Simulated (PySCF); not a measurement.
**Where the electron goes**

Species: C3H4F3PSe.
Numbering: `[F:1][C:2]([F:3])([F:4])[C@@H:5]1[CH2:6][P@@H:7]1=[Se:8]` (hydrogens: H9 on C5; H10, H11 on C6; H12 on P7)

Method used: PySCF 2.14.0, density-fitted response routines, TDDFT PBE0/def2-SVPD, vertical, gas phase, core orbitals frozen in the response. Isolated species at its PBE0-D3(BJ)/def2-SVP geometry, gas phase. Relativistic effects, spin–orbit coupling among them, are left out although an element past zinc is present. Torsions of this conformer, `[F:1][C:2]([F:3])([F:4])[C@@H:5]1[CH2:6][P@@H:7]1=[Se:8]`: F1–C2–C5–C6 158°.

Frontier orbitals with the atoms that hold most of them (Löwdin shares over 4%, at most four atoms; ? is withheld):

```tsv
orbital	ε (eV)	atoms
HOMO-3	-10.25	Se8 33%, C6 20%, P7 17%, C5 17%
HOMO-2	-10.02	P7 37%, C5 20%, C6 16%, Se8 10%
HOMO-1	-6.85	?
HOMO	-6.60	?
LUMO	?	Se8 45%, P7 22%, H12 11%, C5 9%
LUMO+1	-0.49	P7 36%, Se8 21%, C6 14%, C5 11%
LUMO+2	-0.31	P7 19%, H12 17%, Se8 16%, C5 12%
```

Problem. Which atoms hold the HOMO-1, and with what shares?

Solution. Se8 (bonded to P) 75%; P7 (bonded to 2 C, Se and H) 17%.

Problem. Which atoms hold the HOMO, and with what shares?

Solution. Se8 (bonded to P) 70%; P7 (bonded to 2 C, Se and H) 15%; C6 (bonded to C, P and 2 H) 6%; C5 (bonded to 2 C, P and H) 6%. By element: selenium 70%, phosphorus 15%, carbon 12% or more.

Problem. What is the LUMO energy, and the HOMO–LUMO gap?

Solution. ε(LUMO) = -0.84 eV; the gap is 5.76 eV (0.2118 hartree).

Problem. The HOMO–LUMO gap is 5.76 eV. Where does the response calculation put the lowest singlet, and from which orbitals?

Solution. S1 is at 4.31 eV (f = 0.0090), 1.45 eV below the gap, made of HOMO→LUMO (98%). 

Problem. One configuration dominates each of S1, S2 and S3. Which, and how do the shares of the two leading atoms of either orbital change from the occupied to the empty one?

Solution. 
- S1 (4.31 eV, f 0.0090), HOMO→LUMO (98%): Se8 70% → 45%, P7 15% → 22%
- S2 (4.58 eV, f 0.011), HOMO-1→LUMO (94%): Se8 75% → 45%, P7 17% → 22%
- S3 (4.92 eV, f 0.0006), HOMO-1→LUMO+1 (87%): Se8 75% → 21%, P7 17% → 36%
